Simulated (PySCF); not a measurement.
Nitrogen placed at different ring positions: thiophene 1N. All species are isolated molecules in the gas phase. Strings in code marks are SMILES.

Quantity: electronic energy of isomers of C3H3NS relative to `c1cscn1`, in kJ/mol.

Case: `c1cnsc1`. Geometry of `c1cnsc1` (neutral, multiplicity 1, Å):

```xyz
8

C      0.0836    -0.7354    -0.0878
C     -1.1114     0.0071     0.0395
N     -0.9825     1.3065     0.1850
S      0.6078     1.6885     0.1737
C      1.1625     0.1024    -0.0286
H      0.1384    -1.8075    -0.2134
H     -2.1098    -0.4158     0.0253
H      2.2115    -0.1459    -0.0937
```

Question: Give the electronic energy of isomers of C3H3NS relative to `c1cscn1` at the level B3LYP/3-21G // PBE0-D4/def2-TZVP (PySCF).

Answer: 33.73 kJ/mol.
